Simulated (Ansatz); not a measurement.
`[NH2][Al]([Cl])[Cl]` + H₂S → `[SH][Al]([Cl])[Cl]` + NH₃ at 700 K and 1 bar (ligand exchange at the Al–N bond).

Isolated molecules relaxed with PBE0-D4/def2-TZVP in Ansatz; ΔE leaves out vibrations. CCSD(T)/CBS is the MP2 limit (def2-TZVPP, def2-QZVPP) plus CCSD(T) − MP2 in def2-TZVPP, frozen cores. This one scheme is used for every species. One conformer a species, not always the lowest.

```csv
species,CCSD(T)/CBS energy (Eh),H − E (kJ/mol),S (J/(mol·K))
`[NH2][Al]([Cl])[Cl]`,-1217.66844,134.0,405.6
H₂S,-398.97279,64.8,236.9
`[SH][Al]([Cl])[Cl]`,-1560.13922,89.1,416.0
NH₃,-56.50880,116.9,226.5
```

H − E and S are ideal-gas, rigid-rotor, harmonic terms from PBE0-D4/def2-TZVP, for one conformer and one mirror image of each species. 1 Eh = 2625.50 kJ/mol, R = 8.31446 J/(mol·K).

**Question.** By hand: ΔE, ΔH, ΔS and ΔG.

**Answer.** ΔE = (-1560.13922) + (-56.50880) − (-1217.66844) − (-398.97279) = -0.00679 Eh = -17.8 kJ/mol. Δ(H − E) = 89.1 + 116.9 − 134.0 − 64.8 = 7.2, so ΔH = -10.6 kJ/mol. ΔS = 416.0 + 226.5 − 405.6 − 236.9 = 0.0 J/(mol·K). ΔG = -10.6 − 700 × (0.0)/1000 = -10.6 kJ/mol.

**Question.** By hand: the equilibrium constant, and the temperature at which ΔG would vanish if ΔH and ΔS stayed fixed.

**Answer.** log₁₀ K = −ΔG/(RT ln 10) = 0.8. With ΔH or ΔS at zero there is no such temperature.

The number of gas molecules stays the same, so ΔS is small and ΔH decides. A doubt of 5 kJ/mol in ΔE shifts log₁₀ K by 0.4 here. Other conformers and mirror images would add mixing entropy, several J/(mol·K) or more a flexible species. These are equilibria of isolated gas molecules and say nothing of rates. Largest T1 diagnostic: 0.009 (customary marks: 0.02 for closed shells, 0.045 for open ones).

ΔS is within the doubt of such terms, so its sign, and with it that verdict, could turn.
